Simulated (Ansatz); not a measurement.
C3H6BF can be A, `CC1CB1F`, or B, `B/C(C)=C/F`.

Calculated with Ansatz (gas phase, PBE0-D4/def2-TZVP geometries, no zero-point term in ΔE). CCSD(T)/CBS adds triple-zeta CCSD(T) − MP2 to the extrapolated MP2 energy (def2 sets, frozen cores). Functionals use def2-TZVPP. B3LYP here is the variant with VWN-RPA as its local correlation; programs differ in this.

Which is lower in electronic energy at CCSD(T)/CBS, and by how much? (An estimate is asked.)

The calculation gave: A, by 119.1 kJ/mol.

Give E(B) − E(A) in kJ/mol with ωB97M-V, B3LYP, PBE-D4, B2PLYP, PBE0-D4, B3LYP-D4, CCSD/def2-TZVPP. (An estimate is asked.)

Ansatz gave: ωB97M-V 123.0, B3LYP 109.5, PBE-D4 118.6, B2PLYP 114.1, PBE0-D4 127.2, B3LYP-D4 108.2, CCSD/def2-TZVPP 119.0. None reverses the order clearly.

Largest T1 diagnostic: 0.012.

From PBE to PBE0 (25 % exact exchange), in def2-TZVPP and without D4, E(B) − E(A) moves by +8.5 kJ/mol. In def2-TZVPP, CCSD(T) changes the Hartree–Fock value by +14.1 kJ/mol (the triples alone add −3.0 kJ/mol) and MP2 by +25.8 kJ/mol.
